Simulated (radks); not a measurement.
Question: Species: Xe I. Configuration: [Kr] 4d10 5s2 5p5 5f1 (not the ground configuration). Calculated with a radial shooting solver on a logarithmic mesh with Libxc functionals: scalar-relativistic Kohn-Sham, PBE, spin-polarised, spherical densities, finite nucleus; open shells are filled with parallel spins first (spin-orbit coupling, left out, can overturn this in heavy ions); Fermi nuclear charge, rms radius 4.7859 fm. Some entries of the table are withheld. Estimate them.

| orbital | occ. | eigenvalue (hartree) | r(max) (bohr) |
|---|---|---|---|
| 1s up | 1 | -1263.419 | 0.01716 |
| 1s down | 1 | -1263.418 | 0.01716 |
| 2s up | 1 | -196.9060 | 0.09696 |
| 2s down | 1 | -196.9053 | 0.09696 |
| 2p up | 3 | -176.7222 | 0.07780 |
| 2p down | 3 | -176.7210 | 0.07780 |
| 3s up | 1 | -40.53509 | 0.2789 |
| 3s down | 1 | -40.53385 | 0.2789 |
| 3p up | 3 | -34.01557 | 0.2729 |
| 3p down | 3 | -34.01415 | 0.2729 |
| 3d up | 5 | -24.34650 | 0.2260 |
| 3d down | 5 | -24.34513 | 0.2260 |
| 4s up | 1 | -7.58134 | 0.6611 |
| 4s down | 1 | -7.57844 | 0.6611 |
| 4p up | 3 | -5.51678 | 0.6934 |
| 4p down | 3 | -5.51383 | 0.6935 |
| 4d up | 5 | -2.50731 | 0.7482 |
| 4d down | 5 | -2.50295 | 0.7482 |
| 5s up | 1 | -1.03512 | 1.616 |
| 5s down | 1 | -1.00943 | 1.611 |
| 5p up | 3 | -0.59195 | 1.874 |
| 5p down | 2 | -0.56564 | 1.872 |
| 5f up | 1 | -0.01489 | (1) |

Answer: 
(1) 5f up r(max) (bohr): 31.41
